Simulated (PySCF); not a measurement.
Simulation results for AlGeH$_{8}$NSi, AlGeH$_{5}$N$_{2}$, AlGeH$_{4}$N$_{2}$, BGeH$_{5}$NO

Computed with PySCF 2.14.0. Calculation on a computer-drawn molecule: the log of a Hartree-Fock and frozen-core CCSD(T) single point meant for a local Hartree-Fock minimum, with one planted fault or none, to be diagnosed. Offsets are logged minus clean, where the clean run is the same molecule without the fault. The reference is restricted for singlets and unrestricted otherwise, and also for a bond in bohr or an excited solution. Adding or removing an electron swaps singlet and doublet. The excited solution moves the top pair (singlet) or top alpha electron (doublet) to the lowest empty orbital. Highest occupied and lowest empty are orbital energies over both spins, largest force is the largest gradient component, triples share is (T) over the correlation energy, the T1 limit is 0.02 restricted and 0.045 unrestricted, electrons count all cores, a negative frequency is imaginary (commonest isotopes), and the dipole is about the centre of nuclear charge; on germanium a core potential holds 10 electrons, which the energies leave out, and 3d is frozen in MP2 and coupled-cluster steps.

Common to all runs: meant multiplicity 1; meant basis and core potential on germanium cc-pVDZ-PP ECP10MDF; logged SCF converged yes; logged CC converged yes; logged SCF stable within its kind yes; possible faults no fault, one electron removed, one electron added, multiplicity raised by two, geometry at a saddle point, SCF held on an excited solution, minimal basis STO-3G, one bond length entered in bohr, all coordinates scaled.

```yaml
- entry: 1
  formula: AlGeH8NSi
  logged_structure:
    atoms_angstrom:
      - ["N", -1.757, -0.1482, -0.2072]
      - [Al, -0.3844, -0.0048, 0.8904]
      - [Ge, 1.1541, 1.9549, 0.6799]
      - [Si, 3.3739, 1.3876, -0.0692]
      - [H, -2.4177, -0.9037, -0.2038]
      - [H, -2.006, 0.51, -0.922]
      - [H, -0.1714, -1.1503, 1.958]
      - [H, 1.3142, 2.67, 2.036]
      - [H, 0.5974, 3.0073, -0.2989]
      - [H, 4.0022, 0.4316, 0.8757]
      - [H, 3.3107, 0.742, -1.4044]
      - [H, 4.2357, 2.5897, -0.1687]
  given:
    meant_charge: 0
    meant_basis: "cc-pV(D+d)Z"
    logged_electrons: 75
    logged_basis_functions: 123
    logged_spin_squared: 0.7671
    "logged_highest_occupied [eV]": 0.60603
    "logged_lowest_empty [eV]": 7.1334
    "logged_largest_force [hartree/bohr]": 0.024059
    logged_T1_diagnostic: 0.015254
    logged_D1_diagnostic: 0.054475
    logged_triples_share: 0.026194
    "logged_dipole_magnitude [debye]": 3.9255
    "logged_energy_HF [hartree]": -883.34052
    "logged_energy_CCSD(T) [hartree]": -883.8749
    drawn_bonds_atom: [1, 2, 3, 1, 1, 2, 3, 3, 4, 4, 4]
    drawn_bonds_other_atom: [2, 3, 4, 5, 6, 7, 8, 9, 10, 11, 12]
    drawn_bonds_order: [1, 1, 1, 1, 1, 1, 1, 1, 1, 1, 1]
  results:
    planted_fault: "one electron added"
    "HF_energy_offset_from_clean_run [kcal/mol]": 26.99
    "CCSD(T)_energy_offset_from_clean_run [kcal/mol]": 18.16
  notes: ["highest electron not bound in this basis"]
- entry: 2
  formula: AlGeH5N2
  logged_structure:
    atoms_angstrom:
      - ["N", -0.8216, -0.7261, 2.6731]
      - [Al, 0.4173, -1.7907, 1.7615]
      - [Ge, 2.75, -0.6398, 0.8453]
      - ["N", 1.9344, 1.0406, 0.3917]
      - [H, -1.7475, -1.0627, 3.0596]
      - [H, -0.6891, 0.2922, 2.9254]
      - [H, -0.0341, -3.3955, 1.5774]
      - [H, 0.9201, 1.3201, 0.4846]
      - [H, 2.5106, 1.825, -0.0227]
  given:
    meant_charge: 0
    meant_basis: "cc-pV(D+d)Z"
    logged_electrons: 64
    logged_basis_functions: 99
    logged_spin_squared: 0.0
    "logged_highest_occupied [eV]": -7.5504
    "logged_lowest_empty [eV]": 0.78693
    "logged_largest_force [hartree/bohr]": 0.043405
    logged_T1_diagnostic: 0.023702
    logged_D1_diagnostic: 0.086026
    logged_triples_share: 0.031756
    "logged_dipole_magnitude [debye]": 1.6636
    "logged_energy_HF [hartree]": -647.12317
    "logged_energy_CCSD(T) [hartree]": -647.68265
    drawn_bonds_atom: [1, 2, 3, 1, 1, 2, 4, 4]
    drawn_bonds_other_atom: [2, 3, 4, 5, 6, 7, 8, 9]
    drawn_bonds_order: [1, 1, 1, 1, 1, 1, 1, 1]
  results:
    planted_fault: "all coordinates scaled, by +5.4 %"
    "HF_energy_offset_from_clean_run [kcal/mol]": 13.38
    "CCSD(T)_energy_offset_from_clean_run [kcal/mol]": 6.228
  notes: ["T1 above single-reference limit"]
- entry: 3
  formula: AlGeH5N2
  logged_structure:
    atoms_angstrom:
      - ["N", -0.2348, -0.5734, 0.398]
      - [Al, -1.2298, 0.7877, -0.1268]
      - ["N", -1.9206, 1.8974, 1.1098]
      - [Ge, -2.9791, 3.3856, 0.9386]
      - [H, 0.0026, -0.8142, 1.3418]
      - [H, 0.1849, -1.2349, -0.2282]
      - [H, -1.4937, 1.0056, -1.6596]
      - [H, -1.7136, 1.7022, 2.0765]
      - [H, -3.0551, 3.3305, -0.6506]
  given:
    meant_charge: 0
    meant_basis: "cc-pV(D+d)Z"
    logged_electrons: 65
    logged_basis_functions: 99
    logged_spin_squared: 0.7641
    "logged_highest_occupied [eV]": 0.03325
    "logged_lowest_empty [eV]": 6.9464
    "logged_largest_force [hartree/bohr]": 0.057407
    logged_T1_diagnostic: 0.019503
    logged_D1_diagnostic: 0.094061
    logged_triples_share: 0.027544
    "logged_dipole_magnitude [debye]": 7.0174
    "logged_energy_HF [hartree]": -647.15307
    "logged_energy_CCSD(T) [hartree]": -647.70578
    drawn_bonds_atom: [1, 2, 3, 1, 1, 2, 3, 4]
    drawn_bonds_other_atom: [2, 3, 4, 5, 6, 7, 8, 9]
    drawn_bonds_order: [1, 1, 1, 1, 1, 1, 1, 1]
  results:
    planted_fault: "one electron added"
    "HF_energy_offset_from_clean_run [kcal/mol]": 17.05
    "CCSD(T)_energy_offset_from_clean_run [kcal/mol]": 12.7
  notes: ["highest electron not bound in this basis"]
- entry: 4
  formula: AlGeH4N2
  logged_structure:
    atoms_angstrom:
      - ["N", 0.0007, 2.3281, 0.9391]
      - [Al, 0.5664, 0.9263, 0.1233]
      - ["N", 1.1122, -0.4267, -0.6644]
      - [Ge, 1.6698, -1.8053, -1.4577]
      - [H, -0.4803, 3.096, 0.5034]
      - [H, 0.1013, 2.504, 1.9238]
      - [H, 1.4677, -1.987, -2.9472]
      - [H, 2.3898, -2.9046, -0.7056]
  given:
    meant_charge: 1
    meant_basis: "cc-pV(D+d)Z"
    logged_electrons: 63
    logged_basis_functions: 94
    logged_spin_squared: 0.7669
    "logged_highest_occupied [eV]": -4.7987
    "logged_lowest_empty [eV]": 1.3171
    "logged_largest_force [hartree/bohr]": 0.078221
    logged_T1_diagnostic: 0.02059
    logged_D1_diagnostic: 0.067997
    logged_triples_share: 0.03222
    "logged_dipole_magnitude [debye]": 6.9587
    "logged_energy_HF [hartree]": -646.46447
    "logged_energy_CCSD(T) [hartree]": -646.99315
    drawn_bonds_atom: [1, 2, 3, 1, 1, 4, 4]
    drawn_bonds_other_atom: [2, 3, 4, 5, 6, 7, 8]
    drawn_bonds_order: [1, 2, 1, 1, 1, 1, 1]
  results:
    planted_fault: "one electron added"
    "HF_energy_offset_from_clean_run [kcal/mol]": -94.16
    "CCSD(T)_energy_offset_from_clean_run [kcal/mol]": -105.1
- entry: 5
  formula: BGeH5NO
  logged_structure:
    atoms_angstrom:
      - ["N", -0.6107, -2.4197, -0.5651]
      - [Ge, 0.0593, -1.4302, -1.8277]
      - [B, -0.5627, 0.6262, -1.9209]
      - [O, -0.1185, 1.4638, -2.8255]
      - [H, -0.3829, -3.3909, -0.4382]
      - [H, -1.2674, -2.0802, 0.1162]
      - [H, 1.0158, -2.2384, -2.6864]
      - [H, -1.3435, 0.9323, -1.0797]
      - [H, 0.5041, 1.2095, -3.4922]
  given:
    meant_charge: 1
    meant_basis: cc-pVDZ
    logged_electrons: 56
    logged_basis_functions: 90
    logged_spin_squared: 2.0144
    "logged_highest_occupied [eV]": -12.632
    "logged_lowest_empty [eV]": -7.9784
    "logged_largest_force [hartree/bohr]": 0.04448
    logged_T1_diagnostic: 0.024627
    logged_D1_diagnostic: 0.10572
    logged_triples_share: 0.029817
    "logged_dipole_magnitude [debye]": 0.72039
    "logged_energy_HF [hartree]": -449.95669
    "logged_energy_CCSD(T) [hartree]": -450.52248
    drawn_bonds_atom: [1, 2, 3, 1, 1, 2, 3, 4]
    drawn_bonds_other_atom: [2, 3, 4, 5, 6, 7, 8, 9]
    drawn_bonds_order: [1, 1, 1, 1, 1, 1, 1, 1]
  results:
    planted_fault: "multiplicity raised by two"
    "HF_energy_offset_from_clean_run [kcal/mol]": 86.73
    "CCSD(T)_energy_offset_from_clean_run [kcal/mol]": 90.56
```
